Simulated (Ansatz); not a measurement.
The same path of ClGeH3 + H2 (7 atoms, charge 0, multiplicity 1) was run twice with different band settings. Lost on the way: Ge1–Cl2, H6–H7. Made: Ge1–H6, Cl2–H7.

These are results of RKS PBE0-D4/def2-mTZVP (Ansatz), not measurements.

Relaxed end points:

```xyz
7
Properties=species:S:1:pos:R:3
Ge 0.454 0.000 -0.052
Cl 0.643 0.000 2.105
H 1.876 0.000 -0.622
H -0.313 1.269 -0.436
H -0.313 -1.269 -0.436
H -3.046 0.000 1.020
H -2.553 0.000 1.578
```

```xyz
7
Properties=species:S:1:pos:R:3
Ge -0.256 0.000 -0.634
Cl -0.869 0.000 3.775
H 1.167 0.000 -0.062
H -0.494 1.260 -1.475
H -0.494 -1.260 -1.475
H -1.260 0.000 0.539
H -1.045 0.000 2.489
```

Common settings: movable images 7; climbing image yes; spring 5.0 eV/Å²; optimiser quadratic models (default); force threshold 0.03 eV/Å; iteration limit 60; end points relaxed.

| run | start path |
| --- | --- |
| 1 | through a guess of the saddle point |
| 2 | straight line |

(1) What does each run give, and how far can it be trusted?

## Answers

(1) Run 1: converged after 10 iterations, highest image 2.403 eV above the first end. A vibrational analysis at the climbing image gives 2 clearly imaginary modes (1170i, 172i cm⁻¹): a point of higher order. A lower path may pass nearby, or the ends, which weren't checked, may share the extra mode.
Run 2: converged after 12 iterations, highest image 2.403 eV above the first end. Another band between the same ends (7 images) ends at a top of the same energy, where a vibrational analysis finds 2 clearly imaginary modes.
The orbitals stay closed-shell, which can raise the energy where a bond breaks towards radicals; this wasn't checked here.
